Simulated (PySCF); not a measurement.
Radial density of Ca (calcium, neutral)

UHF, [Ar] 3d1 4s1, high-spin 3D determinant (an excited configuration). All numbers are calculated (PySCF 2.14, scalar relativity by spin-free X2C-1e, in dyall-av3z).

```csv
r (bohr),4πr²ρ (e/bohr),4πr²(ρα − ρβ)
0.00107,0.09446,0.0000
0.00180,0.2478,0.0001
0.00303,0.6392,0.0002
0.00509,1.600,0.0005
0.00857,3.801,0.0011
0.0144,8.266,0.0024
0.0242,15.45,0.0042
0.0408,22.43,0.0048
0.0686,22.25,0.0006
0.115,17.07,-0.0053
0.194,22.03,0.0034
0.326,21.70,0.0080
0.549,7.260,0.0232
0.923,7.598,0.1127
1.55,4.358,0.1475
2.61,0.7417,0.4020
4.39,0.3929,0.3909
7.39,0.08843,0.0884
12.4,0.004659,0.0047
```

Densities and radii are taken from the X2C orbitals without a picture-change correction, which distorts them close to the nucleus.

Problem. Where is the radial spin density 4πr²(ρα − ρβ) most negative, and why is it negative at all?

Solution. Around r = 0.115 bohr, down to -0.0053 e/bohr: exchange with the open shell polarises the paired shells in an unrestricted calculation.
